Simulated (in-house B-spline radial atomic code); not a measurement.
**TDHF excitations of the tin ion Sn²⁺**

Method: TDHF. Computed with a B-spline radial code for spherical atoms: linear response of the closed shell [Kr] 4d10 5s2 with bare exchange (time-dependent Hartree-Fock); scalar-relativistic (spin-free one-electron X2C), finite nucleus, no spin-orbit coupling, no double excitations, S, P, D and F terms only; shells from n = 3 respond. Only terms of natural parity with L up to 3 were computed.

Command:
```bash
python run_td.py task.json out
```
Settings (radii: box in bohr, nucleus in fm):
```
Z                        50
electrons                48
configuration            [Kr] 4d10 5s2
hamiltonian              x2c
method                   hf
box_radius               29.48
rms_radius               4.6519
intervals                73
```

Run time, properties included: 3.6 s on 1 thread of Arm Neoverse N1, on a shared host.

The lowest states, in the order of their Tamm-Dancoff energies; the method's threshold (minus the highest occupied level) is 28.779 eV. Labels give the largest channel, * marks a mixed state, and oscillator strengths are full-response dipole values. Energies in eV:

| state | full response | Tamm-Dancoff | oscillator strength |
| --- | --- | --- | --- |
| 5s → 5p 3P | 5.158 | 5.704 | - |
| 5s → 5p 1P | ? | ? | ? |
| 5s → 6s 3S | ? | ? | - |
| 5s → 5d 3D | 16.161 | 16.175 | - |
| 5s → 6s 1S | 16.590 | 16.618 | - |
| 5s → 5d 1D | 16.897 | 16.917 | - |
| 5s → 6p 3P | 18.431 | 18.453 | - |
| 5s → 6p 1P | 18.785 | 18.821 | 0.00765 |
| 5s → 4f 3F | 20.796 | 20.804 | - |
| 5s → 4f 1F | 21.012 | 21.015 | - |

(1) Where does 5s → 5p 1P lie?

(2) Where does 5s → 6s 3S lie?

(3) How large is the singlet-triplet splitting of 5s → 5p (P terms) in Tamm-Dancoff?

(4) What polarisabilities and dispersion coefficient does the method give?

Answers

(1) At 8.999 eV in full response, 9.344 eV in Tamm-Dancoff, oscillator strength 1.65.

(2) At 15.857 eV in full response, 15.874 eV in Tamm-Dancoff.

(3) 3.64 eV, from the unrounded values.

(4) Dipole 17.91 bohr³, quadrupole 61.97 bohr⁵, C6 103.7 hartree·bohr⁶ for two such species.
